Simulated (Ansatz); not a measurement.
## Abstraction of Br: SiH(CH3)2Br + SnH3 → SiH(CH3)2 + SnH3Br

Species: SiH(CH3)2Br, singlet; SnH3 `[SnH3]`, doublet; SiH(CH3)2, doublet; SnH3Br `[Br][SnH3]`, singlet. A radical takes Br: the energy is the difference in strength between the Si–Br bond broken and the Sn–Br bond made.

Shapes, held fixed at every level: PBE0-D4/def2-TZVP. Programs: Ansatz 0.2.0. The zero-point and thermal change to 298 K, harmonic and unscaled (PBE0-D4/def2-TZVP), is +0.4 kJ/mol.

Q: Estimate ΔH(298 K) of this reaction.

A: The highest level, CCSD(T)/def2-TZVPP, gives ΔH(298 K) = +78.2 kJ/mol; the levels span +70.4 to +80.7. The column of differences is taken from that level and isn't an error. No measured value is set beside it here. Open shells run unrestricted unless RO is named. For atoms past krypton def2 sets carry core potentials with scalar relativity. Relativity is left out for Br unless named. Correlated rows may include outer-core shells of Br, Sn, which these sets cover unevenly. Times are processor times on shared x86 and Arm servers, and rough.

```
              level                    kind  ΔH(298 K) (kJ/mol)  less CCSD(T)/def2-TZVPP  CPU time (sum over the molecules)
  PBE-D4/def2-TZVPP                     GGA               +70.4                     -7.8                               22 s
BHLYP-D4/def2-TZVPP           global hybrid               +75.2                     -3.0                               29 s
 PBE0-D4/def2-TZVPP           global hybrid               +72.5                     -5.7                               25 s
 wB97X-V/def2-TZVPP  range-separated hybrid               +75.3                     -2.9                               68 s
     MP2/def2-TZVPP     perturbation theory               +80.7                     +2.5                                  –
      CCSD/def2-SVP   coupled cluster or CI               +71.3                     -6.9                                  –
 CCSD(T)/def2-TZVPP   coupled cluster or CI               +78.2                      0.0                             29 min
```
